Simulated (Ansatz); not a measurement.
Geometry optimisation, UKS PBE0-D4/def2-SVP in Ansatz 0.2.0.

The input (input.yaml):

```yaml
crystal:
  periodic: [false, false, false]
  atoms:
    - { symbol: W, position_ang: [0.0, 0.0, 0.0] }
    - { symbol: H, position_ang: [0.0, 0.0, 1.97] }
    - { symbol: H, position_ang: [1.72, 0.0, 0.0] }
    - { symbol: H, position_ang: [0.0, 1.72, 0.0] }
    - { symbol: H, position_ang: [-1.72, 0.0, 0.0] }
    - { symbol: H, position_ang: [0.0, -1.72, 0.0] }
    - { symbol: H, position_ang: [0.0, 0.0, -1.72] }
    - { symbol: H, position_ang: [0.0, 0.0, 2.93] }
magnetization:
  spin_polarized: true
  initial_magnetization: 1
basis:
  gaussian: { orbitals: def2-SVP }
hamiltonian:
  xc: pbe0
  dispersion: d4
relax:
  f_tol: 0.15
  max_steps: 25
  restrain:
    - { distance: [1, 7], at: 0.66, k: 30.0 }
    - { distance: [0, 1], at: 2.92, k: 30.0 }
```

Run as:

```bash
$ ansatz run input.yaml --threads 1 --pin off --max-ram 2048MiB --backend cpu --events-out ev --progress --plain --runs-dir out
```

Task: Where does it end, and by what steps?

Result: It converged. The restraints hold the end off the free minimum. After 21 steps the energy has fallen by 4.884 eV (the restraints' own energy left out); H8 moved furthest, 0.76 Å. Parted: W1–H2 (1.97 → 2.91 Å). Joined: H2–H8 (0.96 → 0.72 Å).

| step | energy less start (eV) | largest force component (eV/Å) | accepted |
| --- | --- | --- | --- |
| 0 | 0.0000 | 4.413 | yes |
| 1 | -1.4052 | 3.694 | yes |
| 2 | -1.7302 | 5.409 | yes |
| 3 | -2.6898 | 5.845 | yes |
| 4 | -4.1891 | 3.611 | yes |
| 5 | -4.6831 | 1.423 | yes |
| 6 | -4.7339 | 1.492 | yes |
| 7 | -4.7543 | 1.484 | yes |
| 8 | -4.7562 | 1.576 | yes |
| 9 | -4.7545 | 1.745 | yes |
| 10 | -4.7534 | 1.814 | yes |
| 11 | -4.8707 | 0.300 | no |
| 12 | -4.8237 | 1.443 | yes |
| 13 | -4.8687 | 0.750 | no |
| 14 | -4.8397 | 1.336 | yes |
| 15 | -4.8457 | 1.392 | yes |
| 16 | -4.8570 | 1.406 | yes |
| 17 | -4.8708 | 1.441 | yes |
| 18 | -4.8921 | 1.272 | yes |
| 19 | -4.8817 | 1.696 | yes |
| 20 | -4.8560 | 1.569 | no |
| 21 | -4.8838 | 1.678 | yes |

```xyz
8
Properties=species:S:1:pos:R:3
W 0.122 -0.120 -0.424
H 0.444 -0.194 2.471
H 1.563 0.465 0.253
H -0.174 1.379 0.251
H -1.354 0.205 0.290
H -0.495 -1.532 0.281
H 0.106 -0.133 -2.145
H -0.214 -0.069 2.202
```

Time of the run: 2.1 min on 1 thread of Arm Neoverse V2 (shared host), peak memory 0.17 GiB.
